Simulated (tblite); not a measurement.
Start geometry of `C(C(C)(C)C)(C[SiH2]O)=O` from a force field or distance geometry (Å):
```
atom  x, y, z in Å
C1    -1.0815   -0.6840   -1.4738
C2    -1.0071    0.3308   -0.3293
C3    -1.9438   -0.0804    0.8185
C4    -1.4243    1.7205   -0.8464
C5     0.4549    0.3850    0.1936
O6     1.1732    1.3556   -0.0676
C7     0.9746   -0.7712    1.0143
Si8    2.8289   -0.9689    1.0437
O9     3.6226    0.4259    1.4393
H10   -0.8708   -1.7016   -1.1368
H11   -0.3782   -0.4365   -2.2681
H12   -2.0970   -0.6951   -1.9122
H13   -1.7685   -1.0969    1.1724
H14   -1.8353    0.5879    1.6759
H15   -3.0021   -0.0247    0.4927
H16   -0.7929    2.0389   -1.6594
H17   -2.4593    1.7110   -1.1894
H18   -1.3437    2.4653   -0.0500
H19    0.6105   -0.6254    2.0471
H20    0.5493   -1.7046    0.6466
H21    3.2886   -1.4047   -0.2917
H22    3.1934   -2.0243    2.0148
H23    3.3038    1.2243    0.9726
```

Problem. What comes out of this run: GFN2-xTB geometry optimisation, gas phase (tblite 0.8.0)?

Solution. 
```
atom  x, y, z in Å
C1    -0.6729   -0.7000   -1.2831
C2    -0.9216    0.3375   -0.1840
C3    -2.1088   -0.0882    0.6891
C4    -1.2222    1.6937   -0.8257
C5     0.3131    0.4662    0.7076
O6     0.8584    1.5436    0.8763
C7     0.8684   -0.7583    1.3273
Si8    2.6129   -1.0361    0.5477
O9     3.3322    0.4049    0.4767
H10   -0.5145   -1.6933   -0.8716
H11    0.1992   -0.4268   -1.8735
H12   -1.5357   -0.7400   -1.9455
H13   -1.9490   -1.0710    1.1257
H14   -2.2622    0.6265    1.4952
H15   -3.0136   -0.1258    0.0861
H16   -0.3814    2.0177   -1.4343
H17   -2.1065    1.6276   -1.4551
H18   -1.3902    2.4460   -0.0590
H19    1.0458   -0.5607    2.3835
H20    0.2238   -1.6236    1.2353
H21    2.4567   -1.5918   -0.7957
H22    3.3828   -1.9007    1.4344
H23    2.7804    1.1796    0.6495
```

The energy falls by 0.291 eV over 114 L-BFGS steps, the largest force on an atom goes from 1.82 to 0.009 eV/Å, and the atoms move by 0.568 Å rms after alignment. The bond that changes most is C7–Si8 (sp3 carbon bound to silicon to oxygen-bound silicon), which lengthens by 0.066 Å. Bonds longer at the end by more than 0.005 Å: 2 of 22; shorter: 14. Among the angles that change most is C5–C7–Si8, from 115.6° to 106.8°. Among the dihedrals that turn most is C2–C5–C7–H19, from -81° to -132°. Rotational constants go from 2621, 720.9, 662.4 to 2370, 854.4, 788.9 MHz. The orientation of the end geometry is arbitrary; only internal coordinates are fixed.

Time: 1.1 s wall. Hardware: Arm Neoverse V1, one thread, no GPU, shared host.

Its GFN2-xTB frequencies are all real (lowest 42 cm⁻¹). The numbers are those of one conformer.

All values are computed, not measured.
